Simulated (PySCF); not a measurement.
Br2ClGa. Atoms are numbered in the order given.

```xyz
4

Ga     0.0000     0.0000     0.3579
Cl     0.0000     0.0000     2.4988
Br     0.0000     1.9825    -0.7654
Br     0.0000    -1.9825    -0.7654
```

Geometry optimised at B3LYP-D3(BJ)/def2-SVP.

Calculation: TDA-PBE/def2-SVPD in PySCF 2.14.0.

Vertical excitations. Isolated molecule, no solvent. State labels are in the subgroup C2v.

Task: Give excitation energies, oscillator strengths and character. (The exact figures need the calculation; the answer reports its results.)

Result: 
| state | symmetry | energy (eV) | λ (nm) | f | main pairs |
|---|---|---|---|---|---|
| S1 | B2 | 4.38 | 283 | 0.003 | HOMO→LUMO 99 % |
| S2 | A2 | 4.60 | 270 | 0.000 | HOMO−1→LUMO 100 % |
| S3 | A1 | 4.75 | 261 | 0.027 | HOMO−2→LUMO 97 % |
| S4 | B1 | 4.83 | 257 | 0.004 | HOMO−3→LUMO 99 % |
| S5 | A2 | 5.03 | 246 | 0.000 | HOMO→LUMO+1 100 % |
| S6 | B2 | 5.07 | 245 | 0.025 | HOMO−4→LUMO 87 % |
| S7 | B1 | 5.35 | 232 | 0.000 | HOMO−2→LUMO+1 100 % |
| S8 | B1 | 5.54 | 224 | 0.024 | HOMO−5→LUMO 99 % |
| S9 | B2 | 5.62 | 220 | 0.069 | HOMO−1→LUMO+1 76 %, HOMO−6→LUMO 15 % |
| S10 | A2 | 5.68 | 218 | 0.000 | HOMO−4→LUMO+1 100 % |
| T1 | B2 | 4.06 | 305 | 0 | HOMO→LUMO 100 % |
| T2 | A2 | 4.31 | 287 | 0 | HOMO−1→LUMO 100 % |
| T3 | A1 | 4.37 | 284 | 0 | HOMO−2→LUMO 100 % |
| T4 | B1 | 4.53 | 274 | 0 | HOMO−3→LUMO 99 % |
Triplets are in the Tamm–Dancoff approximation.
